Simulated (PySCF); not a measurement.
Caution: the restricted solution is unstable towards spin-unrestricted or complex orbitals, so a lower solution exists and this singlet may not be the ground state.  The multiplicity is imposed and other spin states were not computed.

# [Zr(NH3)4]2+ (charge 2, multiplicity 1)

Calculation: TPSSh-D3(BJ)/def2-TZVP // PBE-D3(BJ)/def2-SVP (PySCF).

The HOMO is -11.50 eV and the LUMO comes out as -10.47 eV. The HOMO–LUMO gap comes out as 1.02 eV, the charge on the central atom (Mulliken) comes out as 1.05 e and the total energy comes out as -272.8896 Ha. The cost is very roughly 11 core-minutes.

Bonded distances (Å): Zr1–N2 2.316, Zr1–N6 2.316, Zr1–N10 2.316, Zr1–N14 2.316, N2–H3 1.040, N2–H4 1.036, N2–H5 1.042, N6–H7 1.040, N6–H8 1.036, N6–H9 1.042, N10–H11 1.042, N10–H12 1.040, N10–H13 1.036, N14–H15 1.040, N14–H16 1.036, N14–H17 1.042. Bond angles (°): N2–Zr1–N6 143.6, N2–Zr1–N10 103.9, N2–Zr1–N14 87.5, N6–Zr1–N10 87.5, N6–Zr1–N14 103.9, N10–Zr1–N14 143.4, Zr1–N2–H3 109.3, Zr1–N2–H4 116.9, Zr1–N2–H5 116.0, H3–N2–H4 103.0, H3–N2–H5 105.9, H4–N2–H5 104.4, Zr1–N6–H7 109.3, Zr1–N6–H8 116.9, Zr1–N6–H9 116.0, H7–N6–H8 103.0, H7–N6–H9 105.9, H8–N6–H9 104.4, Zr1–N10–H11 116.1, Zr1–N10–H12 109.3, Zr1–N10–H13 116.8, H11–N10–H12 106.0, H11–N10–H13 104.5, H12–N10–H13 103.0, Zr1–N14–H15 109.3, Zr1–N14–H16 116.8, Zr1–N14–H17 116.1, H15–N14–H16 103.0, H15–N14–H17 106.0, H16–N14–H17 104.5.
Charge +2, spin multiplicity 1.
